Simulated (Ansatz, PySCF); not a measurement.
This Ansatz (a quantum-chemistry and plane-wave program) input computes a PBE/def2-TZVPD energy:

Ansatz 0.2 input:
```yaml
crystal:
  periodic: [false, false, false]
  atoms:
    - {symbol: In, position_ang: [0.22968646, 0.11637452, 0.09396297]}
    - {symbol: F, position_ang: [-0.81330662, 0.94863218, -1.36336726]}
    - {symbol: F, position_ang: [-0.43720853, -1.58222678, 0.85179110]}
basis:
  gaussian:
    orbitals: def2-TZVPD
hamiltonian:
  xc: {name: PBE}
magnetization: {spin_polarized: true, initial_magnetization: 1}
output: {forces: true}
```

Task: Write an input for the same energy in PySCF and say what it gives.

Result: 
```python
from pyscf import gto, scf, dft

mol = gto.M(
    atom='''
    In    0.22968646    0.11637452    0.09396297
    F    -0.81330662    0.94863218   -1.36336726
    F    -0.43720853   -1.58222678    0.85179110
    ''',
    basis='def2-tzvpd',
    ecp='def2-tzvp',
    charge=0,
    spin=1,
    verbose=4,
)

mf = dft.UKS(mol, xc='pbe').density_fit(auxbasis='def2-universal-jkfit')
mf.grids.level = 3
mf.conv_tol = 1e-9
mf.max_cycle = 100
mf.max_memory = 1500
mf.kernel()
if not mf.converged:
    mf = mf.newton()
    mf.kernel(mf.make_rdm1())
for _ in range(2):
    mo, _, stable, _ = mf.stability(return_status=True)
    if stable:
        break
    mf.kernel(mf.make_rdm1(mo, mf.mo_occ))
mf.analyze()
```
It gives -389.77471 Eh, and Ansatz -389.77464 Eh, a difference of 0.07 mEh, from the treatment of integrals and grids.

It need not be the lowest isomer of its formula.
